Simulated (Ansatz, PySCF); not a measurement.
Gas-phase reaction in SMILES: [SiH3][Si](Cl)(Cl)Cl + 3 [SiH4] (SiH4) → 3 [SiH3]Cl [chlorosilane] + [SiH3][SiH3]
Each molecule is optimised on its own at B3LYP-D3(BJ)/def2-TZVP (Ansatz, an electronic-structure program).

Wanted: bond separation energy (enthalpy at 298 K, with B3LYP-D3(BJ) rigid-rotor harmonic-oscillator terms from PySCF), in kJ/mol. Cores are frozen in the correlated levels unless marked. Spin-orbit coupling is left out. Non-relativistic. Basis-set limits of correlation are two-point, X^-3; Hartree-Fock from the larger set. [CCSD(T)-MP2]/basis is that difference in the basis named.

```
level                                                                 program  bond separation energy (kJ/mol)  minus last row
-------------------------------------------------------------  --------------  -------------------------------  --------------
HF/STO-3G                                                              Ansatz                            -21.9           -38.4
HF/cc-pV(D+d)Z                                                         Ansatz                             -4.0           -20.5
r2SCAN-D3(BJ)/def2-TZVPD                                       Ansatz + dftd3                             20.2             3.7
RPA@PBE/cc-pV(Q+d)Z                                                    Ansatz                             12.4            -4.1
MP2/cc-pVTZ                                                            Ansatz                             20.1             3.6
SCS-MP2/aug-cc-pV(D+d)Z                                                Ansatz                             16.9             0.4
RI-MP2/CBS(cc-pV(T+d)Z,cc-pV(Q+d)Z)+[CCSD(T)-MP2]/cc-pV(T+d)Z          Ansatz                             16.5             0.0
```
